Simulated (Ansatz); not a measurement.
`[Cl][SnH3]` + NH₃ → `[NH2][SnH3]` + HCl at 600 K and 1 bar (ligand exchange at the Sn–Cl bond).

Isolated molecules relaxed with PBE0-D4/def2-TZVP in Ansatz; ΔE leaves out vibrations. CCSD(T)/CBS adds triple-zeta CCSD(T) − MP2 to the extrapolated MP2 energy (def2 sets, frozen cores). This one scheme is used for every species. Elements past krypton have def2 core potentials. For Sn outer-core shells are correlated without core-valence functions, which leaves a few kJ/mol of doubt a bond.

```tsv
species	CCSD(T)/CBS energy (Eh)	H − E (kJ/mol)	S (J/(mol·K))
`[Cl][SnH3]`	-675.62576	90.8	325.6
NH₃	-56.50880	112.4	219.5
`[NH2][SnH3]`	-271.71442	161.1	352.6
HCl	-460.38127	35.4	207.2
```

H − E and S are ideal-gas, rigid-rotor, harmonic terms from PBE0-D4/def2-TZVP. 1 Eh = 2625.50 kJ/mol, R = 8.31446 J/(mol·K).

By hand: ΔE, ΔH, ΔS and ΔG.

ΔE = (-271.71442) + (-460.38127) − (-675.62576) − (-56.50880) = 0.03887 Eh = 102.1 kJ/mol. Δ(H − E) = 161.1 + 35.4 − 90.8 − 112.4 = -6.7, so ΔH = 95.4 kJ/mol. ΔS = 352.6 + 207.2 − 325.6 − 219.5 = 14.7 J/(mol·K). ΔG = 95.4 − 600 × (14.7)/1000 = 86.6 kJ/mol.

By hand: the equilibrium constant, and the temperature at which ΔG would vanish if ΔH and ΔS stayed fixed.

log₁₀ K = −ΔG/(RT ln 10) = -7.5. ΔG = 0 at ΔH/ΔS = 6490 K, far beyond where these terms or the molecules hold.

The number of gas molecules stays the same, so ΔS is small and ΔH decides. A doubt of 5 kJ/mol in ΔE shifts log₁₀ K by 0.4 here. These are equilibria of isolated gas molecules and say nothing of rates. Largest T1 diagnostic: 0.013 (customary marks: 0.02 for closed shells, 0.045 for open ones).
